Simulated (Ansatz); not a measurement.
The cluster RuPt3⁻, relaxed as a doublet with UKS r2SCAN-D4/def2-SVPD in Ansatz, starting from the GFN1-xTB geometry. Force threshold 0.02 eV/Å.

In the def2 sets Pt, Ru take a core potential; there is no spin–orbit coupling. The charge -1 doublet is spin-contaminated (final ⟨S²⟩ up to 3.05, 0.75 for a pure state). Another isomer (quartet) lies 0.95 eV lower at PBE0-D4/def2-TZVPD; other spin states weren't run for this one.

Start:

```
atom    x (Å)    y (Å)    z (Å)
 Pt1  -0.0584  -0.5390   1.4962
 Pt2   0.5141   1.4656  -0.3463
 Pt3  -1.3475  -0.0605  -0.4845
 Ru4   0.8918  -0.8662  -0.6654
```

```json
{"step": "1", "energy (eV)": "-12330.1217", "largest force component (eV/Å)": "5.145", "SCF passes": "136"}
{"step": "2", "energy (eV)": "-12330.8374", "largest force component (eV/Å)": "0.717", "SCF passes": "77"}
{"step": "3", "energy (eV)": "-12330.9036", "largest force component (eV/Å)": "0.234", "SCF passes": "66"}
{"step": "4", "energy (eV)": "-12330.9098", "largest force component (eV/Å)": "0.042", "SCF passes": "63"}
{"step": "5", "energy (eV)": "-12330.9099", "largest force component (eV/Å)": "0.002", "SCF passes": "58"}
```

Force components are those of the run's own axes.

End:

```xyz
4

Pt    0.0308   -0.4205    1.5520
Pt    0.5758    1.4852   -0.2021
Pt   -1.4847   -0.1403   -0.6149
Ru    0.8782   -0.9244   -0.7350
```

By distances, no bond broke or formed. The bond that changes most is Pt1–Pt3, from 2.41 to 2.66 Å (atoms count from 1).

No frequencies were taken in this run, so the end may be a saddle point.

Hardware: 4 threads of Arm Neoverse N1 on a shared host. Wall time 1.7 min.
